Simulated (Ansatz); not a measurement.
`C=CCCCCCCCCCC` was relaxed with r2SCAN-D4 (def2-SVP) in Ansatz in these states: charge +1 doublet, neutral singlet. The geometries follow in no particular order.

A:

```xyz
36

C    -6.2936   -0.1918    0.2278
C    -5.4098   -1.1299    0.5860
C    -3.9274   -0.9375    0.6838
C    -3.1513   -1.8440   -0.2824
C    -1.6315   -1.7736   -0.1295
C    -1.0224   -0.4117   -0.4570
C     0.5025   -0.3971   -0.3877
C     1.1051    0.9683   -0.7145
C     2.6345    1.0061   -0.7519
C     3.3077    0.7340    0.5932
C     4.8377    0.7796    0.5552
C     5.4217    2.1450    0.2035
H    -7.3647   -0.4076    0.1662
H    -5.9746    0.8295   -0.0121
H    -5.7758   -2.1425    0.8127
H    -3.6826    0.1229    0.5015
H    -3.5954   -1.1647    1.7164
H    -3.4342   -1.5850   -1.3196
H    -3.4830   -2.8876   -0.1320
H    -1.3534   -2.0595    0.9033
H    -1.1725   -2.5356   -0.7860
H    -1.4170    0.3559    0.2340
H    -1.3477   -0.1007   -1.4687
H     0.8170   -0.7203    0.6217
H     0.9107   -1.1527   -1.0869
H     0.7395    1.7126    0.0191
H     0.7158    1.2996   -1.6948
H     2.9495    1.9963   -1.1252
H     3.0004    0.2719   -1.4961
H     2.9390    1.4681    1.3364
H     2.9955   -0.2568    0.9677
H     5.2243    0.4645    1.5407
H     5.2038    0.0243   -0.1654
H     6.5211    2.1396    0.2711
H     5.1610    2.4559   -0.8207
H     5.0503    2.9247    0.8903
```

B:

Cartesian coordinates in Å:
```
C 4.1838 4.4443 -1.5990
C 3.3240 4.3877 -0.5230
C 2.5400 3.2032 -0.1514
C 1.0990 3.3913 -0.7551
C 0.1244 2.3291 -0.2226
C 0.4672 0.8926 -0.5893
C -0.6706 -0.0625 -0.2271
C -0.3259 -1.5357 -0.5069
C -1.4599 -2.4925 -0.1986
C -1.8087 -2.6592 1.2889
C -2.9163 -3.6582 1.5626
C -2.5211 -5.1099 1.3245
H 4.7622 5.3473 -1.8155
H 4.3239 3.5783 -2.2557
H 3.1736 5.3005 0.0694
H 2.9804 2.2748 -0.5464
H 2.4366 3.1280 0.9437
H 1.1723 3.3405 -1.8542
H 0.7185 4.3951 -0.5032
H 0.0203 2.4293 0.8722
H -0.8619 2.6044 -0.6468
H 1.3850 0.5656 -0.0662
H 0.6828 0.8211 -1.6716
H -0.9246 0.0407 0.8458
H -1.5814 0.2219 -0.7844
H 0.5766 -1.8232 0.0619
H -0.0595 -1.6179 -1.5782
H -1.1638 -3.5055 -0.5555
H -2.3636 -2.2231 -0.7751
H -0.8989 -2.9278 1.8560
H -2.1276 -1.6598 1.6572
H -3.2335 -3.5632 2.6235
H -3.8143 -3.3922 0.9752
H -3.3418 -5.7994 1.5677
H -2.2579 -5.2630 0.2591
H -1.6395 -5.4024 1.9184
```

Problem. Judge from the bond lengths which geometry belongs to which state (an estimate).

Solution. A is the neutral singlet (C1–C2 1.338 Å, C3–C4 1.535 Å, C2–C3 1.498 Å); B is the charge +1 doublet (C1–C2 1.378 Å, C3–C4 1.574 Å, C2–C3 1.468 Å).

At r2SCAN-D4/def2-SVP the gap within one spin of the relaxed charge 1 doublet nearly closes, so an electron or hole may be smeared out by delocalisation error.
